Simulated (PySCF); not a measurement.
**Levels of Tl²⁺ from EOM-EA-GCCSD**

Reference: closed-shell Tl³⁺, [Xe] 4f14 5d10; one electron is added. Calculated with PySCF 2.14, two-component X2C-1e with screened spin-orbit coupling, x2c-TZVPPall-2c with one added diffuse shell each of s, p, d, f type (12s12p10d4f, 126 functions); frozen [Kr] 4d10 4f14; the 32 highest virtual spinors dropped; of the others 110 kept and the rest restored at second order. No Breit or QED terms. Binding energies in eV.

```csv
level,Koopmans,second order,EOM-CCSD
6s1/2,28.007,29.769,29.635
6p1/2,20.513,21.678,21.627
6p3/2,18.849,19.855,19.829
7s1/2,12.078,12.471,12.446
6d3/2,11.359,11.702,11.695
6d5/2,11.206,11.532,11.518
```

Electric-dipole lines between these computed levels:

| lower | upper | ΔE (eV) | vacuum wavelength (nm) |
| --- | --- | --- | --- |
| 6s1/2 | 6p1/2 | 8.008 | 154.8 |
| 6s1/2 | 6p3/2 | 9.806 | 126.4 |
| 6p1/2 | 7s1/2 | 9.181 | 135.0 |
| 6p1/2 | 6d3/2 | 9.932 | 124.8 |
| 6p3/2 | 7s1/2 | 7.383 | 167.9 |
| 6p3/2 | 6d3/2 | 8.134 | 152.4 |
| 6p3/2 | 6d5/2 | 8.311 | 149.2 |

For comparison, the ionisation energy of Tl²⁺ is 29.852 eV (measured; NIST Atomic Spectra Database, ionization energies).

Only part of the computed levels is shown.

The highest levels are limited by the diffuse functions of the basis.
